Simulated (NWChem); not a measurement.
Molecule: thionyl fluoride (SOF₂); SMILES O=S(F)F

Results from NWChem. Geometry: optimised at PBE0/def2-SVP.

For level BLYP/def2-SVP:

| Item | Value |
|---|---|
| highest occupied level (eV) | -7.70 |

Problem. What are these values for level PBE/def2-SVP?

Solution. 
| Property | Value |
|---|---|
| highest occupied level (eV) | -7.88 |
